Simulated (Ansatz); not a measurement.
One change: `B/C=[CH]\[GaH][SiH3]` becomes `B/C=C/[Se][SiH3]`.

Ansatz, PBE0-D4/def2-TZVP geometries, multiplicity 1. Each molecule was computed in one conformer, which needn't be the lowest.

Scalar relativity is left out up to krypton. Spin–orbit coupling is left out; it splits and shifts lone-pair levels of the heavy atoms by tenths of an eV.

```csv
property,`B/C=[CH]\[GaH][SiH3]`
LUMO energy (B3LYP/def2-TZVPP) / eV,-2.64
LUMO energy (PBE0/def2-TZVPP) / eV,-2.46
size of the dipole moment (PBE/def2-TZVPP) / D,1.44
HOMO energy (PBE/def2-TZVPP) / eV,-6.25
HOMO–LUMO gap (B3LYP/def2-TZVPP) / eV,4.45
HOMO energy (B3LYP/def2-TZVPP) / eV,-7.09
```

Problem. What does the change do to each property? (An estimate is asked.)

Solution. The calculation gave: 
```tsv
property	`B/C=C/[Se][SiH3]`	shift
LUMO energy (B3LYP/def2-TZVPP) / eV	-2.22	0.42
LUMO energy (PBE0/def2-TZVPP) / eV	-2.05	0.41
size of the dipole moment (PBE/def2-TZVPP) / D	2.39	0.95
HOMO energy (PBE/def2-TZVPP) / eV	-6.01	0.24
HOMO–LUMO gap (B3LYP/def2-TZVPP) / eV	4.49	0.04
HOMO energy (B3LYP/def2-TZVPP) / eV	-6.71	0.38
```

With PBE0 the HOMO rises by 0.35 eV and the LUMO rises by 0.41 eV, so the gap widens by about 0.06 eV. PBE moves the HOMO by 0.24 eV and ωB97M-V by 0.39 eV. Dipoles are sizes alone; their direction can turn.

B3LYP here is the variant with VWN-RPA as its local correlation; programs differ in this.
